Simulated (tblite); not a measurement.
Compound: C₄H₁₁N₃.
Numbering: `[H]/[N:1]=[CH:2]/[C@H:3]([NH2:4])[CH2:5][CH2:6][NH2:7]` (hydrogens: H8 on N1; H9 on C2; H10 on C3; H11, H12 on N4; H13, H14 on C5; H15, H16 on C6; H17, H18 on N7)

Computed with GFN2-xTB (tblite), gas phase: nudged elastic band of 9 images (0 to 8), spring 0.2 eV/Å², climbing image at the end, force threshold 0.05 eV/Å. No saddle search or frequency run followed, so the top image need not be a first-order saddle, and its height can exceed the method's true barrier by a kcal/mol or more.

The band describes a rotation about C3–C5 (sp3 carbon bound to nitrogen, chain CH2 carbon), followed by the dihedral N4–C3–C5–C6, from the optimised start (-61°) to a second optimised geometry at 64°.

Problem. Give the energy profile along the converged band.

Solution. 
| image | dihedral (°) | E (eV) | C3–C5 (Å) | N4···C6 (Å) | largest true force (eV/Å) |
| --- | --- | --- | --- | --- | --- |
| 0 | -61 | 0.000 | 1.540 | 3.05 | 0.01 |
| 1 | -46 | 0.025 | 1.544 | 2.92 | 0.02 |
| 2 | -29 | 0.090 | 1.550 | 2.83 | 0.04 |
| 3 | -11 | 0.152 | 1.555 | 2.79 | 0.04 |
| 4 | 6 | 0.158 | 1.556 | 2.78 | 0.04 |
| 5 | 25 | 0.097 | 1.551 | 2.81 | 0.05 |
| 6 | 40 | 0.018 | 1.544 | 2.88 | 0.05 |
| 7 | 53 | -0.038 | 1.539 | 2.96 | 0.03 |
| 8 | 64 | -0.061 | 1.538 | 3.03 | 0.01 |

Barriers of this band. The top is image 4 at 6°: 0.158 eV forward and 0.219 eV back; the end lies 0.061 eV below the start. The central bond is 0.016 Å longer at the top than at the start.

Problem. What rate follows at 250 K for crossing this barrier forward?

Solution. Taking the electronic barrier for the free energy of activation (no zero-point or entropy terms, transmission 1), rate = (kT/h)·exp(−ΔE/kT) ≈ 3 × 10^9 s⁻¹, whose inverse is 3 × 10^-10 s. An error of 1 kcal/mol in the barrier changes this by a factor of 7, and the method and the loose band can each miss by that much or more.

Problem. How would the two end points share their population at 250 K, from these energies alone?

Solution. exp(−ΔE/kT) with ΔE = 0.061 eV gives 0.059 for the higher one (start) against 1 for the lower, without vibrational, rotational or degeneracy terms. GFN2-xTB can put conformers this close in the wrong order.

The cost below is that of the whole band run. Hardware: one thread of an AMD EPYC 9B45 (shared host). Cost: 2.6 s of wall time, 0.19 GiB resident at most.
